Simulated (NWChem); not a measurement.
System: GeH2S2F2; SMILES [F][Ge]([F])([SH])[SH]

The following NWChem deck was run.

```
start job
memory heap 200 mb stack 900 mb global 1100 mb
geometry units angstroms noautosym nocenter noautoz
  F     -0.282371    -1.323778    -1.430394
  Ge     0.000000     0.000000    -0.337985
  F      0.282371     1.323778    -1.430394
  S      1.817159    -0.246318     0.902567
  S     -1.817159     0.246318     0.902567
  H      2.601367     0.321680    -0.041270
  H     -2.601367    -0.321680    -0.041270
end
basis spherical
  * library pcsseg-1
end
dft
  xc xpbe96 cpbe96
  iterations 150
end
property
  shielding 4 1 2 4 6
  efieldgrad
end
task dft property
```

Geometry: optimised at B3LYP/6-31G* (spherical d).

GIAO values for the isolated, static molecule; σ is the absolute isotropic shielding, δ = σ(reference) − σ with the isolated reference molecule computed at the same levels (19F: trichlorofluoromethane, 1H: tetramethylsilane).

Atoms are numbered as in the input.

Question: What results follow from this input? (PBE/pcSseg-1, GIAO.) Quantities: δ F1 (ppm); σ Ge2 (ppm); σ S4 (ppm); δ H6 (ppm).

Answer: 
- δ F1 (ppm) = -96.6
- σ Ge2 (ppm) = 1151.0
- σ S4 (ppm) = 597.8
- δ H6 (ppm) = 1.99
